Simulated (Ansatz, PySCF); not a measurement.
This Ansatz (a quantum-chemistry and plane-wave program) input computes a B3LYP/def2-TZVPD energy:

Ansatz 0.2 input:
```yaml
crystal:
  periodic: [false, false, false]
  atoms:
    - {symbol: C, position_ang: [-0.57153523, 0.14375636, 0.12078110]}
    - {symbol: N, position_ang: [0.73489764, -0.28738991, -0.23340796]}
    - {symbol: H, position_ang: [-0.87698954, 0.12027364, 1.22000294]}
    - {symbol: H, position_ang: [-1.32437512, -0.51032725, -0.36254457]}
    - {symbol: H, position_ang: [-0.90475479, 1.19114357, -0.18595523]}
    - {symbol: H, position_ang: [1.39104735, 0.34810127, 0.23766597]}
basis:
  gaussian:
    orbitals: def2-TZVPD
hamiltonian:
  xc: {name: B3LYP}
total_charge: -1
output: {forces: true}
```

Q: Write an input for the same energy in PySCF and say what it gives.

A: 
```python
from pyscf import gto, scf, dft

mol = gto.M(
    atom='''
    C    -0.57153523    0.14375636    0.12078110
    N     0.73489764   -0.28738991   -0.23340796
    H    -0.87698954    0.12027364    1.22000294
    H    -1.32437512   -0.51032725   -0.36254457
    H    -0.90475479    1.19114357   -0.18595523
    H     1.39104735    0.34810127    0.23766597
    ''',
    basis='def2-tzvpd',
    charge=-1,
    spin=0,
    verbose=4,
)

mf = dft.RKS(mol, xc='b3lyp').density_fit(auxbasis='def2-universal-jkfit')
mf.grids.level = 3
mf.conv_tol = 1e-9
mf.max_cycle = 100
mf.max_memory = 1500
mf.kernel()
if not mf.converged:
    mf = mf.newton()
    mf.kernel(mf.make_rdm1())
mf.analyze()
```
It gives -95.24638 Eh, and Ansatz -95.24632 Eh, a difference of 0.06 mEh, from the treatment of integrals and grids.
